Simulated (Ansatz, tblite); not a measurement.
Cost and result up the ladder for Sn(vinyl)2(NHiPr)2 (C₁₀H₂₂N₂Sn) (35 atoms). Charge 0, multiplicity 1. Geometry: r2SCAN-D4/def2-SVP.

```xyz
35

Sn   -0.040   -0.045   -0.316
C     1.274    1.016    1.030
C     2.056    2.019    0.605
H     1.333    0.702    2.082
H     2.035    2.373   -0.435
H     2.749    2.545    1.275
C     0.314    0.619   -2.321
C    -0.729    0.916   -3.108
H     1.336    0.710   -2.714
H    -1.759    0.826   -2.740
H    -0.599    1.253   -4.145
N    -2.063    0.189   -0.020
C    -2.641    1.287    0.747
C    -2.145    2.622    0.198
C    -2.392    1.186    2.257
H    -2.492   -0.703    0.228
H    -3.739    1.251    0.588
H    -1.055    2.721    0.340
H    -2.622    3.468    0.717
H    -2.359    2.704   -0.879
H    -1.312    1.270    2.472
H    -2.912    1.982    2.815
H    -2.741    0.216    2.647
N     0.069   -2.098   -0.166
C     1.335   -2.822   -0.236
C     2.124   -2.803    1.078
C     2.181   -2.286   -1.385
H    -0.486   -2.429    0.626
H     1.098   -3.882   -0.468
H     2.428   -1.771    1.328
H     3.034   -3.424    1.018
H     1.511   -3.187    1.911
H     2.515   -1.253   -1.174
H     3.086   -2.895   -1.531
H     1.606   -2.277   -2.324
```

Ansatz on 4 threads of Arm Neoverse V2 on a shared host; xTB runs through tblite on one thread. Times are rough, summed over both states, and most runs start from the orbitals of an earlier one. PBE0-D4/def2-SVP serves as the yardstick here, not as an exact answer. The other state is a triplet.

In the def2 sets Sn takes a core potential; there is no spin–orbit coupling. The xTB rows come from tblite.

xTB has no spin-polarisation term.

| level | functions | wall time | vertical triplet (eV) | difference from PBE0-D4/def2-SVP (eV) |
| --- | --- | --- | --- | --- |
| GFN2-xTB | 79 | 0.053 s | 3.76 | -0.33 |
| GFN1-xTB | 101 | 0.058 s | 3.78 | -0.31 |
| PBE-D4/def2-SVP | 304 | 25 s | 3.91 | -0.18 |
| PBE0-D4/def2-SVP | 304 | 40 s | 4.09 | 0.00 |
